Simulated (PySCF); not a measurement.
C2H9BFNO.
Numbering: `[BH3-:1][NH2+:2][CH2:3][O:4][CH2:5][F:6]` (hydrogens: H7, H8, H9 on B1; H10, H11 on N2; H12, H13 on C3; H14, H15 on C5)

Geometry (GFN2-xTB, Å), atoms numbered from 1 in this order:
```xyz
15
C2H9BFNO angstrom
B     -2.3635   -0.2499    0.0012
N     -0.9610   -0.1592   -0.8840
C      0.2031    0.0642   -0.0669
O      1.3591    0.0425   -0.9065
C      2.5470    0.1995   -0.2490
F      2.6630    1.4683    0.2637
H     -3.2204   -0.4219   -0.8040
H     -2.4564    0.7880    0.5728
H     -2.2204   -1.1750    0.7362
H     -1.0756    0.5950   -1.5551
H     -0.8742   -1.0340   -1.3937
H      0.1114    1.0340    0.4370
H      0.2722   -0.7293    0.6902
H      2.6585   -0.4838    0.6094
H      3.3528    0.0695   -0.9787
```

A PySCF run (density fitting, gas phase, GFN2-xTB geometry) gave HOMO -8.03 eV, LUMO 0.10 eV, dipole 4.56 D and E = -335.683 Eh.

Question: Which of these levels was it?
A. KT2/IGLO-II
B. PBE0/pcseg-1
C. HSE06/6-311+G(2d,p)
D. PBE0/def2-SVPD
E. LC-wPBE/6-31++G**

Answer: D. It is PBE0/def2-SVPD. All candidates on this geometry:

```
                                                                                        level and settings                                            kind  basis functions  SCF cycles     E (Eh)  HOMO (eV)  LUMO (eV)  dipole (D)
                                                KT2/IGLO-II, level shift 0.3 Eh, energy threshold 1e-06 Eh                                             GGA              186           8  -341.5039      -6.72      -0.37        4.59
HSE06/6-311+G(2d,p), damping 0.1 at the start, DIIS from the seventh cycle, fitting basis def2-qzvpp-jkfit  screened hybrid, exact exchange at short range              216          17  -336.0450      -7.65      -0.55        4.56
                                                                                            PBE0/def2-SVPD                                   global hybrid              198          14  -335.6833      -8.03       0.10        4.56
                                                              PBE0/pcseg-1, grid level 1, start guess atom                                   global hybrid              129          10  -335.8379      -7.99       0.69        4.82
                                                                           LC-wPBE/6-31++G**, grid level 4                          range-separated hybrid              162          13  -336.1072     -10.91       0.83        4.67
```

The nearest other candidate, by the summed differences of HOMO and LUMO, is PBE0/pcseg-1: its HOMO differs by +0.04 eV and its LUMO by +0.59 eV. Cycle counts include a coarse-grid stage where the run had one. All basis functions are spherical, in the Pople sets too. KT2 was designed for NMR shieldings or shifts; total energies of different functionals aren't comparable.
